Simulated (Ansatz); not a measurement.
FH$_{7}$OSi$_{3}$, SMILES `O[SiH2][SiH2][SiH2]F`, relaxed with RKS PBE-D4/def2-SVP in the Gaussian-basis code of Ansatz from a rough embedded geometry. The force threshold is 0.03 eV/Å; the program also tests the step.

Total charge 0; spin multiplicity 1.

Start:

```xyz
12

O     0.827    0.047   -2.257
Si    0.089    1.122   -1.134
Si   -1.104   -0.010    0.480
Si    0.497   -1.193    1.613
F    -0.128   -1.936    2.894
H     0.683    0.360   -3.178
H    -0.810    2.005   -1.916
H     1.123    1.908   -0.522
H    -2.079   -0.956   -0.222
H    -1.862    0.920    1.295
H     1.260   -2.097    0.780
H     1.504   -0.169    2.168
```

```csv
step,energy (eV),largest force (eV/Å),largest move (Å)
1,-28484.3139,1.824,0.000
2,-28484.5100,1.120,0.167
3,-28484.5697,0.610,0.096
4,-28484.5927,0.145,0.083
5,-28484.5966,0.719,0.086
6,-28484.6124,0.141,0.149
7,-28484.6131,0.121,0.012
8,-28484.6209,0.412,0.195
9 (rejected),-28484.6191,0.489,0.195
10,-28484.6273,0.079,0.095
11,-28484.6303,0.217,0.098
13,-28484.6416,0.199,0.089
15,-28484.6516,0.250,0.077
17,-28484.6611,0.145,0.098
19,-28484.6652,0.023,0.039
21,-28484.6662,0.075,0.034
23,-28484.6672,0.046,0.050
25,-28484.6676,0.036,0.024
27,-28484.6680,0.039,0.035
29,-28484.6681,0.043,0.011
31,-28484.6683,0.026,0.017
```

End:

```xyz
12

O     1.229    0.217   -1.403
Si   -0.168    1.173   -1.276
Si   -1.168    0.192    0.615
Si    0.495   -1.335    1.292
F     0.021   -2.099    2.675
H     1.847    0.448   -2.119
H    -1.018    1.091   -2.521
H     0.171    2.630   -1.061
H    -2.452   -0.517    0.272
H    -1.448    1.209    1.690
H     0.710   -2.389    0.245
H     1.781   -0.619    1.591
```

It took 35 s on 4 threads of an Arm Neoverse V2 on a shared host, with 0.17 GiB of host memory at the peak.
